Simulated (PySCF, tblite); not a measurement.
Isomers of C7H13NOSi, one GFN2-xTB conformer each. Single-point energies are computed at PBE0/pcSseg-1 (PySCF, gas phase, no added dispersion term), electronic only.

```tsv
SMILES	GFN2-xTB relative energy (kcal/mol)
COC1=CC=C(N(C)C)[SiH2]1	8.2
CC(=O)NC/C(C)=C1\C[SiH2]1	17.0
N#CC[C@H]1C[SiH2]CCCO1	0.0
```

Conformers: `[CH3:1][O:2][C:3]1=[CH:4][CH:5]=[C:6]([N:7]([CH3:8])[CH3:9])[SiH2:10]1` with C1–O2–C3–C4 1°; `[CH3:1][C:2](=[O:3])[NH:4][CH2:5]/[C:6]([CH3:7])=[C:8]1\[CH2:9][SiH2:10]1` with C1–C2–N4–C5 -176°, C2–N4–C5–C6 112°, N4–C5–C6–C7 -79°; `[N:1]#[C:2][CH2:3][C@H:4]1[CH2:5][SiH2:6][CH2:7][CH2:8][CH2:9][O:10]1` with C2–C3–C4–C5 63°, C3–C4–C5–Si6 159°, C4–C5–Si6–C7 -79°, C5–Si6–C7–C8 64°, Si6–C7–C8–C9 -49°.

Question: What does PBE0/pcSseg-1 give for the same structures?

Answer: 
| SMILES | PBE0/pcSseg-1 E (Eh) | PBE0/pcSseg-1 (kcal/mol) | GFN2-xTB (kcal/mol) | point group |
| --- | --- | --- | --- | --- |
| N#CC[C@H]1C[SiH2]CCCO1 | -693.36510 | 0.0 | 0.0 | C1 |
| CC(=O)NC/C(C)=C1\C[SiH2]1 | -693.33733 | 17.4 | 17.0 | C1 |
| COC1=CC=C(N(C)C)[SiH2]1 | -693.31780 | 29.7 | 8.2 | C1 |

Both levels put the same isomer lowest; measured from each level's own lowest isomer, the values differ by up to 21.5 kcal/mol (COC1=CC=C(N(C)C)[SiH2]1: 8.2 against 29.7). As drawn, the lowest has a C≡N group, which the highest lacks; the highest has a C=C bond outside aromatic rings, which the lowest lacks.

Question: Which frontier levels, dipoles and rotational constants go with these structures?

Answer: 
```tsv
SMILES	HOMO (eV, PBE0/pcSseg-1)	LUMO (eV)	dipole (D)	A, B, C (MHz)
N#CC[C@H]1C[SiH2]CCCO1	-7.90	0.65	4.16	2216, 699.0, 578.5
CC(=O)NC/C(C)=C1\C[SiH2]1	-6.99	-0.41	3.57	2596, 480.9, 455.3
COC1=CC=C(N(C)C)[SiH2]1	-4.76	-0.58	1.43	2916, 610.6, 514.8
```

Question: What happens when harmonic zero-point energies from GFN2-xTB frequencies are added?

Answer: 
```json
{"SMILES": "N#CC[C@H]1C[SiH2]CCCO1", "ZPE (kcal/mol)": "116.2", "electronic (kcal/mol)": "0.0", "with ZPE (kcal/mol)": "0.0"}
{"SMILES": "CC(=O)NC/C(C)=C1\\C[SiH2]1", "ZPE (kcal/mol)": "113.8", "electronic (kcal/mol)": "17.4", "with ZPE (kcal/mol)": "14.9"}
{"SMILES": "COC1=CC=C(N(C)C)[SiH2]1", "ZPE (kcal/mol)": "114.1", "electronic (kcal/mol)": "29.7", "with ZPE (kcal/mol)": "27.5"}
```

The zero-point energies span 2.4 kcal/mol. The order is unchanged.
